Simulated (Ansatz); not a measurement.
CH$_{6}$AlOSi (SMILES [CH3][Al+][O][SiH3]), charge +1, singlet, at a GFN2-xTB geometry (such geometries of metal compounds can be far from the true shape); B3LYP/STO-3G run with Ansatz (an electronic-structure program).

The Ansatz input:
Ansatz 0.2 input:
```yaml
crystal:
  periodic: [false, false, false]
  atoms:
    - {symbol: Al, position_ang: [-0.69413631, 0.46101638, 0.73783097]}
    - {symbol: C, position_ang: [-1.81733312, 1.34047296, 2.08496114]}
    - {symbol: H, position_ang: [-2.53178019, 0.62537184, 2.51072296]}
    - {symbol: H, position_ang: [-2.36155384, 2.17998299, 1.63499360]}
    - {symbol: H, position_ang: [-1.15906810, 1.71493517, 2.87853154]}
    - {symbol: O, position_ang: [0.29241135, -0.23991573, -0.33610933]}
    - {symbol: Si, position_ang: [1.35976930, -0.95822049, -1.52077545]}
    - {symbol: H, position_ang: [0.56876578, -0.79052774, -2.73690771]}
    - {symbol: H, position_ang: [1.49147977, -2.32051420, -1.01112635]}
    - {symbol: H, position_ang: [2.54386611, -0.11088583, -1.39805267]}
basis:
  gaussian:
    orbitals: STO-3G
hamiltonian:
  xc: b3lyp
total_charge: 1
accuracy: high
```

What the program printed (banner, timings and long lists left out):

```
Functional definition: B3LYP
635 factors; integrals over basis functions are off by at most 1.3e-8 eV
mean field evaluation 1: about -17434.0810 eV, gradient 4.5e1 eV
mean field evaluation 2: about -17354.6342 eV, gradient 1.8e2 eV
mean field evaluation 4: about -17441.4546 eV, gradient 6.6e0 eV
mean field evaluation 8: about -17441.4973 eV, gradient 5.8e-2 eV
mean field evaluation 16: about -17441.4973 eV, gradient 7.9e-8 eV
mean field -17441.49729071 eV, -640.9632031622 hartree, gradient 1.5e-8 eV, S^2 0.000000; 0 other end points of the search recorded, 0 dependent functions left out
reference -17441.49733026 eV, -640.9632046155 hartree; 23, 23 occupied and 11, 11 virtual orbitals, 635 factors
Total energy: -17441.49733026 eV, -640.9632046155 hartree
```
